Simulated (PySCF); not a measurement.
**Electron correlation in Se(2+) (selenium, charge +2)**

[Ar] 3d10 4s2 4p2, high-spin 3P determinant. All numbers are calculated (PySCF 2.14, scalar relativity by spin-free X2C-1e, in aug-cc-pVDZ-DK (6s5p3d, 36 functions)). Frozen: [Ar] 3d10; 4 electrons correlated.

```json
{"level": "CCSD", "correlation energy (mhartree)": "-60.44"}
{"level": "(T)", "correlation energy (mhartree)": "-0.60"}
{"level": "CCSD(T)", "correlation energy (mhartree)": "-61.04"}
{"level": "CCSDT", "correlation energy (mhartree)": "-61.23"}
{"level": "FCI", "correlation energy (mhartree)": "-61.26"}
```

Diagnostics: T1 = 0.0059, D1 = 0.0163, largest double amplitude 0.095, weight of the Hartree-Fock determinant in FCI 0.9586 (33880 determinants).

Is a single reference adequate?

Mostly. T1 lies below 0.03, but a double amplitude of this size points to a near-degeneracy that CCSD handles and MP2 describes poorly.
